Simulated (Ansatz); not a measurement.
C3H6FNSi (`C[Si](C)(F)C#N`) from Hartree–Fock to CCSD(T)

```xyz
12

C     1.5608   -0.5795   -0.0958
Si   -0.2033   -0.2836    0.3569
C    -1.2874    0.3052   -1.0152
F    -0.8217   -1.6087    0.9977
C    -0.2466    0.9878    1.7146
N    -0.2521    1.8090    2.5221
H     1.6345   -1.3355   -0.8815
H     2.1306   -0.9242    0.7695
H     2.0214    0.3414   -0.4622
H    -2.3102    0.4561   -0.6638
H    -1.3059   -0.4228   -1.8299
H    -0.9201    1.2548   -1.4124
```

Charge 0, multiplicity 1. The structure was optimised at the PBE0-D4/def2-TZVP level. Frozen core, restricted reference, the Gaussian-basis code of Ansatz. CBS rows extrapolate triple and quadruple zeta; past MP2 they add the triple-zeta difference.

| basis | HF (Eh) | MP2 corr. | CCSD corr. | (T) | CCSD(T) total |
| --- | --- | --- | --- | --- | --- |
| def2-SVP | -559.71297 | ? | ? | -0.02690 | ? |
| def2-TZVPP | -560.15032 | -1.05213 | ? | ? | ? |
| def2-QZVPP | -560.17159 | -1.13017 | – | – | – |
| CBS(def2) | -560.17453 | -1.18797 | -1.22216 | as TZ | -561.44132 |

**Question.** Fill in the withheld values. (Estimate.)

**Answer.** The calculation gave: def2-SVP MP2 corr.: -0.84043; def2-SVP CCSD corr.: -0.88477; def2-SVP CCSD(T) total: -560.62464; def2-TZVPP CCSD corr.: -1.08632; def2-TZVPP (T): -0.04463; def2-TZVPP CCSD(T) total: -561.28127.
